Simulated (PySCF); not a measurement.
## How methods differ on the excitation energy of Cl²⁺

Cl²⁺ [Ne] 3s2 3p3 (4S) → Cl²⁺ [Ne] 3s1 3p4 (4P), as a difference of total energies. All numbers are calculated (PySCF 2.14, the non-relativistic Hamiltonian (point nucleus), in dyall-acv3z (19s12p6d4f, 113 functions)). Correlated levels: valence: [Ne] frozen; valence and next inner shell: 1s2 frozen; virtual orbitals above 40 to 60 times the deepest correlated orbital energy dropped. The calculations carry no spin-orbit coupling.

```csv
method,excitation energy (eV)
UHF,12.823
LDA,12.556
PBE,12.440
PBE0,12.613
r2SCAN,12.178
M06-2X,12.686
LC-wPBE,12.593
PW91,12.428
MP2 (valence),12.786
SCS-MP2 (valence),12.781
MP2 (valence and next inner shell),12.859
SCS-MP2 (valence and next inner shell),12.834
```

Problem. How much does correlation contribute at MP2 (valence and next inner shell)?

Solution. 12.859 − (12.823) = 0.036 eV, measured against UHF.

A first-order spin-orbit estimate (lowest level to lowest level, LS coupling) adds -0.046 eV.
